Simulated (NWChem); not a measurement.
System: C$_{3}$H$_{7}$NSi; SMILES [C@H](N)(C#C)[SiH3]

NWChem input:

```
start job
memory heap 200 mb stack 900 mb global 1100 mb
geometry units angstroms noautoz
  C     -0.847351    -2.364588     0.112618
  C     -0.261577    -1.328022    -0.177771
  C      0.454337    -0.078508    -0.439653
  N      1.760345     0.067220     0.226955
  Si    -0.613538     1.447553     0.053271
  H     -1.364839    -3.281423     0.356770
  H      0.610384     0.028627    -1.537630
  H      2.389846    -0.687218    -0.081292
  H      1.634831    -0.081908     1.237639
  H      0.039187     2.698977    -0.461728
  H     -0.689440     1.495055     1.555075
  H     -1.999586     1.324498    -0.516084
end
basis spherical
  C library 6-31g*
  N library 6-31g*
  Si library 6-31g*
  H library 6-31g*
end
dft
  xc xpbe96 cpbe96
  iterations 150
  mulliken
end
task dft energy
```

Structure relaxed at the PBE-D3(BJ)/def2-SVP level. No frequency run checked for a minimum.

Q: Give the results of this calculation. (PBE/6-31G* (spherical d).) Quantities: energy (Ha); highest occupied level (eV); orbital gap (eV); dipole (D).

A: 
```
Item                           Value
---------------------------  -------
energy (Ha)                  -462.27
highest occupied level (eV)    -5.54
orbital gap (eV)                5.39
dipole (D)                      1.20
```
